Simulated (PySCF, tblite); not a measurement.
C2H11NO3Si3.
SMILES with atom numbers: `[CH3:1][CH2:2][Si@@H:3]1[O:4][SiH2:5][O:6][Si@H:7]([NH2:8])[O:9]1` (hydrogens: H10, H11, H12 on C1; H13, H14 on C2; H15 on Si3; H16, H17 on Si5; H18 on Si7; H19, H20 on N8)

Structure used (GFN2-xTB), in Å, numbered top down from 1:
```
atom  x, y, z in Å
C1    -3.2174    0.1288   -0.1072
C2    -1.9536   -0.7180   -0.1985
Si3   -0.5920   -0.0688    0.9390
O4    -0.1867    1.4439    0.4909
Si5    1.2453    2.0729    0.0524
O6     2.3869    0.9272    0.1539
Si7    2.2576   -0.6425    0.5545
N8     2.7511   -1.5458   -0.8180
O9     0.7070   -1.0395    0.8255
H10   -3.6110    0.1108    0.9059
H11   -3.9887   -0.2406   -0.7815
H12   -2.9978    1.1616   -0.3637
H13   -1.6096   -0.7385   -1.2349
H14   -2.1924   -1.7465    0.0719
H15   -0.9138    0.0188    2.3614
H16    1.5808    3.0854    1.0413
H17    1.1328    2.4611   -1.3450
H18    2.9482   -0.7831    1.8295
H19    2.5965   -2.5400   -0.8040
H20    3.6514   -1.3365   -1.2153
```

Computed with PBE0/pcSseg-1 in PySCF (dipole) on a GFN2-xTB geometry, gas phase.

Masses are those of the commonest isotopes; rigid-rotor values at the optimised geometry. The values belong to one conformer with, in the numbering `[CH3:1][CH2:2][Si@@H:3]1[O:4][SiH2:5][O:6][Si@H:7]([NH2:8])[O:9]1`, C1–C2–Si3–O4 -62°, O6–Si7–N8–H -170° and 54°.

**Question.** What are A, B and C (cm⁻¹)?

**Answer.** Ia = 320.04, Ib = 655.83, Ic = 855.89 u·Å²; 505379 MHz·u·Å²/I gives 1579, 770.6 and 590.5 MHz, that is A = 0.05267, B = 0.02570, C = 0.01970 cm⁻¹.

**Question.** Classify the top.

**Answer.** An asymmetric top. Ray's parameter κ = (2B − A − C)/(A − C) = -0.636; −1 is the prolate and +1 the oblate limit.

**Question.** What does the inertial defect say?

**Answer.** Not planar: Δ = Ic − Ia − Ib = -119.98 u·Å². For a rigid frame Δ = −2 Σ m c², so Σ m c² = 59.99 u·Å² lies off the ab plane: 17.88 from hydrogen and 42.11 from heavier atoms. The atom farthest from that plane is 2.03 Å away.

**Question.** Give the other two planar moments, Paa and Pbb, and the rms extents of the mass along the axes.

**Answer.** Paa = Σ m a² = (Ib + Ic − Ia)/2 = 595.84 and Pbb = Σ m b² = (Ia + Ic − Ib)/2 = 260.05 u·Å². With the mass M = 181.00 u, the rms extents √(P/M) along a, b and c are 1.81, 1.20, 0.58 Å.

**Question.** List the rotational levels J(Ka,Kc) to J = 2 (cm⁻¹).

**Answer.** Above 0(0,0):
J = 1: 1(0,1) 0.0454, 1(1,1) 0.0724, 1(1,0) 0.0784
J = 2: 2(0,2) 0.1353, 2(1,2) 0.1572, 2(1,1) 0.1752, 2(2,1) 0.2561, 2(2,0) 0.2570
The levels of one J sum to (2J + 1)J(J + 1)(A + B + C)/3.

**Question.** Which lines would a microwave search look for?

**Answer.** The dipole components are |μa| = 0.70 D, |μb| = 1.16 D, |μc| = 0.74 D. Intensities carry the squares of the components, which stand as 0.37 : 1.00 : 0.41 (a : b : c). Some lines, for components of 0.1 D or more:

```csv
type,branch,"J(Ka,Kc)",MHz,lower level (cm⁻¹)
a,Q,"2(1,1) ← 2(1,2)",540,0.157
c,Q,"1(1,1) ← 1(0,1)",809,0.045
a,R,"1(0,1) ← 0(0,0)",1361,0.000
b,R,"2(0,2) ← 1(1,1)",1887,0.072
b,R,"3(1,2) ← 2(2,1)",1910,0.256
b,R,"1(1,1) ← 0(0,0)",2170,0.000
c,Q,"3(2,2) ← 3(1,2)",2174,0.320
b,Q,"3(2,1) ← 3(1,2)",2304,0.320
c,R,"1(1,0) ← 0(0,0)",2350,0.000
b,Q,"2(2,0) ← 2(1,1)",2452,0.175
a,R,"2(1,2) ← 1(1,1)",2542,0.072
b,Q,"3(2,2) ← 3(1,3)",3252,0.284
a,R,"3(1,3) ← 2(1,2)",3797,0.157
c,Q,"3(3,1) ← 3(2,1)",4378,0.397
b,R,"3(1,3) ← 2(0,2)",4453,0.135
b,Q,"3(3,1) ← 3(2,2)",4509,0.392
b,R,"2(2,1) ← 1(1,0)",5328,0.078
c,R,"2(2,1) ← 1(1,1)",5508,0.072
c,R,"3(1,2) ← 2(0,2)",5531,0.135
b,R,"2(2,0) ← 1(1,1)",5535,0.072
b,R,"3(2,1) ← 2(1,2)",7180,0.157
b,R,"3(3,1) ← 2(2,0)",8565,0.257
c,R,"3(3,0) ← 2(2,0)",8567,0.257
c,R,"3(3,1) ← 2(2,1)",8592,0.256
```

**Question.** Estimate the classical rotational partition function at 10 K, 100 K and 298.15 K.

**Answer.** Point group C1, symmetry number σ = 1; q = (√π/σ)·√((kT/h)³/(ABC)), k/h = 20836.6 MHz/K: 6290 at 10 K, 199000 at 100 K, 1020000 at 298.15 K.

Its GFN2-xTB frequencies are all real (lowest 32 cm⁻¹). Constants of a rigid frame at the computed geometry: no zero-point averaging, no centrifugal distortion. A rigid rotor knows nothing of inversion at nitrogen or internal rotation, which can split or shift real lines. Quadrupole hyperfine structure (14N) is left out.

On one thread of an Arm Neoverse N1, shared host, this took 92 s and 1.1 GiB of memory at its peak. This is the PBE0/pcSseg-1 job that gave the dipole, with the shieldings it also computed.
